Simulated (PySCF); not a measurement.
Ligand exchange on a metal centre used in film growth or etching (Ta Cl-F). All species are isolated molecules in the gas phase.

Computed with PySCF with TPSSh-D3(BJ)/def2-TZVP // PBE-D3(BJ)/def2-SVP. 

```tsv
species	LUMO (eV)
0 of 5 Cl replaced by F ([Ta(Cl)5])	-4.23
1 of 5 Cl replaced by F	-3.92
2 of 5 Cl replaced by F ([Ta(Cl)3(F)2])	[?]
3 of 5 Cl replaced by F ([Ta(Cl)2(F)3])	-3.60
4 of 5 Cl replaced by F ([Ta(Cl)(F)4])	-3.17
5 of 5 Cl replaced by F	-3.18
```

Task: Fill in the missing entries.

Result: 
- 2 of 5 Cl replaced by F ([Ta(Cl)3(F)2]), LUMO (eV): -4.00
